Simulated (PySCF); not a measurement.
## Where the electron goes

Cyclo-(GeF2)3.
Structure used (PBE0-D3(BJ)/def2-SVP), in Å, numbered top down from 1:
```
atom  x, y, z in Å
Ge1   -1.5686    0.2002    0.4413
F2    -2.3916   -1.1939    1.0755
F3    -1.9483    1.3742    1.6660
Ge4    0.4687    0.2444   -1.5960
F5     0.2252    1.8359   -2.2528
F6    -0.3057   -0.7161   -2.8213
Ge7    1.1569   -0.4597    1.1358
F8     2.4978    0.6084    1.4243
F9     1.9985   -1.9628    0.9016
```

Level of theory: TDDFT CAM-B3LYP/def2-SVPD, vertical, gas phase, core orbitals frozen in the response in PySCF 2.14.0, density-fitted response routines. Relativistic effects, spin–orbit coupling among them, are left out although an element past zinc is present.

Kohn–Sham orbitals with the atoms that hold most of them (Löwdin shares over 4%, at most four atoms; ? is withheld):

```
orbital  ε (eV)                              atoms
 LUMO+2   -1.69   Ge4 32%, Ge7 19%, Ge1 18%, F6 8%
 LUMO+1   -1.74   Ge1 29%, Ge7 27%, Ge4 12%, F3 7%
   LUMO       ?                                  ?
   HOMO  -10.44     Ge4 31%, Ge1 24%, F3 9%, F2 9%
 HOMO-1  -10.46  Ge7 33%, Ge1 17%, Ge4 11%, F9 11%
 HOMO-2  -13.26     F5 12%, F2 12%, F6 11%, F8 11%
 HOMO-3  -13.68                     F6 44%, F5 44%
```

Task: Give the leading atoms of the LUMO.

Result: Ge7 (bonded to 2 F and 2 Ge) 27%; Ge4 (bonded to 2 F and 2 Ge) 26%; Ge1 (bonded to 2 F and 2 Ge) 26%.

Task: What is the LUMO energy, and the HOMO–LUMO gap?

Result: ε(LUMO) = -2.87 eV; the gap is 7.57 eV (0.2782 hartree).

Task: The HOMO–LUMO gap is 7.57 eV. Where does the response calculation put the lowest singlet, and from which orbitals?

Result: S1 is at 4.85 eV (f = 0.136), 2.72 eV below the gap, made of HOMO→LUMO (87%). Without the coupling terms of the response equations the lowest excitation would equal the gap.

Next come S2 at 4.87 eV (f 0.141), HOMO-1→LUMO (86%); S3 at 5.27 eV (f 0.0000), HOMO-1→LUMO+1 (46%), HOMO→LUMO+2 (39%); S4 at 5.55 eV (f 0.0001), HOMO→LUMO+3 (86%), HOMO→LUMO+2 (12%); S5 at 5.58 eV (f 0.0001), HOMO-1→LUMO+3 (83%), HOMO-1→LUMO+2 (15%).

Orbitals of the list HOMO-3 to LUMO+2 that lie within 0.01 eV of each other are written together with a slash and their weights summed (≥ marks a lower bound); for degenerate orbitals outside that list single weights are arbitrary.

Time: 2.0 min wall (grids of density and orbitals included); peak memory 1.4 GiB. Hardware: one thread of an Arm Neoverse V2, no GPU, shared host with 192 logical CPUs at a one-minute load of 69.

One conformer stands for the species.
